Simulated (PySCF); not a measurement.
**Er2S3 at several levels of theory**

Computed with PySCF 2.14.0 (density fitting, no spin-orbit coupling) at the geometry relaxed with r2SCAN:

```xyz
5
Er2S3 (singlet in the valence; each metal's 4f electrons, 11 of them, lie in its core potential, out of spins and levels)
Er    0.1633   -0.5796    2.2769
Er    0.1633   -0.5796   -2.2769
S     0.4720   -1.6757    0.0000
S    -0.4612    1.6373    2.4853
S    -0.4612    1.6373   -2.4853
```

| level | basis | state | HOMO (eV) | gap (eV) | charge on Er1 (e) | population of f-type functions on Er1 (polarisation alone where 4f lies in the core) | dipole about the centre of mass (D) | largest force component (eV/Å) |
| --- | --- | --- | --- | --- | --- | --- | --- | --- |
| r2SCAN | Er lcecp-1-SVP with ECP57, S def2-SVP | singlet | -4.77 | 1.88 | 0.67 | 0.02 | 11.53 | 0.02 |
| BP86 | the same | singlet | -4.71 | 1.46 | 0.54 | 0.02 | 10.47 | 0.18 |
| HF | the same | singlet | -7.67 | 6.90 | 0.92 | 0.03 | 14.48 | 0.64 |
| CAM-B3LYP | the same | singlet | -6.71 | 4.69 | 0.62 | 0.03 | 12.07 | 0.27 |

In the lcecp rows the 4f levels are missing from HOMO and gap, and the state counts the valence alone.

Charges are Mulliken's, which hang on the basis. The relaxation used the grid (50, 194), these runs (75, 302) or, all-electron (x2c bases, spin-free X2C Hamiltonian), (99, 590).

What does PBE with Er lcecp-1-SVP with ECP57, S def2-SVP give here?

state singlet, HOMO (eV) -4.62, gap (eV) 1.35, charge on Er1 (e) 0.55, population of f-type functions on Er1 (polarisation alone where 4f lies in the core) 0.02, dipole about the centre of mass (D) 10.46, largest force component (eV/Å) 0.14. Time: 11 s on 2 threads of Intel(R) Xeon(R) Platinum 8488C (Sapphire Rapids), on a shared host, from an already converged density.

In the first row's basis the gap widens with exact exchange: 1.4 to 1.9 eV for PBE, BP86, r2SCAN (none); 4.7 to 6.9 eV for CAM-B3LYP, Hartree–Fock (rising or full at long range).

No frequency check is given that shows the relaxed geometry to be a minimum. An lcecp potential fixes the number of 4f electrons, so in runs with it no electron can move into or out of that shell.
